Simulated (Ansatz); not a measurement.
CH7InOSi, SMILES `[CH3][InH][O][SiH3]`, relaxed with RKS PBE0-D4/def2-TZVP in the Gaussian-basis code of Ansatz from a GFN2-xTB geometry. The force threshold is 0.005 eV/Å; the program also tests the step.

Total charge 0; spin multiplicity 1. In takes the def2 core potential.

Start:

```xyz
11

C    -2.045   -0.158   -0.788
In   -0.980   -0.280    1.154
O     0.965    0.014    0.984
Si    2.196    0.284   -0.008
H    -1.267   -0.307   -1.535
H    -2.482    0.832   -0.889
H    -2.815   -0.919   -0.868
H    -1.255   -0.550    2.833
H     3.378    0.404    0.848
H     1.970    1.520   -0.778
H     2.335   -0.840   -0.952
```

By how much does the energy fall, and how many steps does the optimiser take? (Best estimate.)

The calculation gave: 11.82 kJ/mol, in 40 steps, 10 of them rejected.

Which bonds change most? (Estimate.)

The calculation gave: C1–In2 from 2.218 to 2.133 Å; In2–O3 from 1.975 to 2.006 Å; Si4–H9 from 1.464 to 1.490 Å; Si4–H11 from 1.474 to 1.497 Å.

Give the relaxed structure. (An estimate is asked.)

The calculation gave: 
```xyz
11

C    -1.852   -0.329   -0.756
In   -1.022   -0.286    1.208
O     0.936    0.143    1.142
Si    2.059    0.418    0.009
H    -1.223   -0.957   -1.390
H    -1.842    0.683   -1.164
H    -2.873   -0.708   -0.761
H    -1.495   -0.495    2.832
H     3.404   -0.006    0.488
H     2.136    1.865   -0.352
H     1.773   -0.329   -1.256
```
